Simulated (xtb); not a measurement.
O₂S, charge -1, doublet, geometry from GFN2-xTB (a state made from the parent by changing its charge; the spin is typed, not shown lowest). Base run: GFN2-xTB in xtb.

The xtb input:
```
$ xtb mol.xyz --gfn 2 --chrg -1 --uhf 1 --json

# file mol.xyz
3

O     -1.24295900     0.47960799    -0.02685326
S     -0.02078318    -0.41688237     0.02148269
O      1.28452537     0.35415674    -0.01611211
```

The base run was repeated with changes; each row names its change, and settings that it needs were set with it.

```tsv
change	ΔE vs base (kJ/mol)	G_solv (kcal/mol)	SCF cycles
base	0.00	-	9
alpb = acetone	-243.4	-58.38	9
alpb = water	-302.6	-74.84	9
etemp = 10000	-61.1	-	9
acc = 0.1	0.00	-	10
acc = 0.0001	0.00	-	14
etemp = 3000	-0.30	-	9
```

ALPB and GBSA are two models with their own fitted parameters for each solvent, which aren't always the measured dielectric constant.
